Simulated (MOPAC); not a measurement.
MOPAC input (PM6):

```
PM6 PRECISE GNORM=0.05 LET XYZ GEO-OK AUX(PRECISION=9) THREADS=1
BI

B    -0.00000000 1   -0.00000000 1   -1.95743500 1
I     0.00000000 1    0.00000000 1    0.18466400 1
```

From the output:

```
                                                       MOPAC v23.2.5 Linux

          FINAL HEAT OF FORMATION =         69.26630 KCAL/MOL =     289.81019 KJ/MOL

          COSMO AREA              =         89.67 SQUARE ANGSTROMS
          COSMO VOLUME            =         74.95 CUBIC ANGSTROMS

          GRADIENT NORM           =          0.00479          =       0.00339 PER ATOM
          IONIZATION POTENTIAL    =          8.939628 EV
          HOMO LUMO ENERGIES (EV) =         -8.940 -0.663
          NO. OF FILLED LEVELS    =          5
          MOLECULAR WEIGHT        =        137.7145         POINT GROUP:  C*v

          MOLECULAR DIMENSIONS (Angstroms)

            Atom       Atom       Distance
            I     2    B     1     2.15431
            I     2    B     1     0.00000
            B     1    I     2     0.00000

          SCF CALCULATIONS        =          5

   ATOM   CHEMICAL          X               Y               Z
  NUMBER   SYMBOL      (ANGSTROMS)     (ANGSTROMS)     (ANGSTROMS)

     1       B          0.00000000  *   0.00000000  *  -1.96353998  *
     2       I          0.00000000  *  -0.00000000  *   0.19076898  *

                             CARTESIAN COORDINATES

   1    B        0.000000000     0.000000000    -1.963539978
   2    I        0.000000000    -0.000000000     0.190768978

           Empirical Formula: B I  =     2 atoms

      MOLECULAR POINT GROUP   :   C*v

                  EIGENVALUES
 -19.98823 -13.92725  -9.81659  -9.81659  -8.93963  -0.66316  -0.66316   0.02143
 113.89468 113.98827 113.98827 114.39369 114.39369

              NET ATOMIC CHARGES AND DIPOLE CONTRIBUTIONS

  ATOM NO.   TYPE          CHARGE      No. of ELECS.   s-Pop       p-Pop       d-Pop
    1          B           0.391102        2.6089     1.97214     0.63675
    2          I          -0.391102        7.3911     1.95906     5.43019     0.00184
 DIPOLE           X         Y         Z       TOTAL
 POINT-CHG.     0.000     0.000    -4.047     4.047
 HYBRID        -0.000    -0.000     1.276     1.276
 SUM           -0.000    -0.000    -2.771     2.771

          ATOMIC ORBITAL ELECTRON POPULATIONS

     Atom    s        px        py        pz      x^2-y^2     xz        z^2       yz        xy
    1  B   1.97214   0.10632   0.10632   0.42412
    2  I   1.95906   1.89340   1.89340   1.64340   0.00000   0.00028   0.00128   0.00028   0.00000

 **********************
 *                    *
 * JOB ENDED NORMALLY *
 *                    *
 **********************

 == MOPAC DONE ==
```

The geometry given is a B3LYP-D3(BJ)/def2-TZVP minimum.
